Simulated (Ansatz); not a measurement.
Mulliken charges of CH₅OSSi (`CO[SiH2][S]`) radical from ωB97M-V/def2-TZVPP in Ansatz (PBE0-D4/def2-TZVP geometry).

```
atom   x (Å)   y (Å)   z (Å)  charge (e)
  C1  -0.871   0.979   0.440      -0.181
  O2   0.374   0.725  -0.175      -0.363
 Si3   0.915  -0.770  -0.549       0.387
  S4   1.055  -2.119   1.076      -0.170
  H5  -0.965   2.056   0.581       0.128
  H6  -0.938   0.488   1.416       0.120
  H7  -1.702   0.633  -0.186       0.117
  H8   2.248  -0.563  -1.154      -0.011
  H9  -0.027  -1.476  -1.465      -0.028
```

**Question.** By hand: the dipole of these point charges (1 e Å = 4.8032 D).

**Answer.** Σ q r = (-0.263, 0.065, -0.135) e Å, of length 0.303 e Å = 1.46 D.

**Question.** How does the dipole of the full density compare? (Best estimate.)

**Answer.** Computed: (-0.228, 0.117, -0.039) e Å, 1.25 D; the point charges give 1.17 times that, at 22° from its direction.

Point charges leave out the atoms' own dipoles, such as those of lone pairs, and Mulliken's split depends on the basis, so the two needn't agree.
